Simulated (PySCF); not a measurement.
Stepwise substitution at one centre (Si OH-C2H5). Isolated molecules, 0 K electronic values unless said otherwise. One relaxed conformer stands for each flexible species; it need not be the lowest. Strings in code marks are SMILES.

These are B3LYP-D3(BJ)/def2-TZVP // B3LYP-D3(BJ)/def2-SVP (PySCF 2.14.0) values and carry that method's errors. All candidates: neutral, multiplicity 1. B3LYP has the VWN-RPA correlation part, as in Gaussian. Delta-SCF ions had no search for a lower state. Excitations are Tamm–Dancoff values on a coarser integration grid. The basis has no diffuse functions, so Rydberg states are missing or too high.

```
Quantity                                   Value
--------------------------------------  --------
T1 excitation (TDA)                      7.09 eV
vertical ionisation energy (Delta-SCF)  10.33 eV
HOMO                                    -8.14 eV
```

Question: Say which member has these values.
A. `CC[Si](O)(O)O`
B. `O[Si](O)(O)O`
C. `CC[Si](O)(O)CC`
D. `CC[Si](CC)(CC)CC`

Answer: A, `CC[Si](O)(O)O`. The others give `CC[Si](O)(O)CC`: 6.55 eV, 9.40 eV, -7.41 eV; `CC[Si](CC)(CC)CC`: 7.06 eV, 9.21 eV, -7.47 eV; `O[Si](O)(O)O`: 7.40 eV, 11.28 eV, -8.85 eV
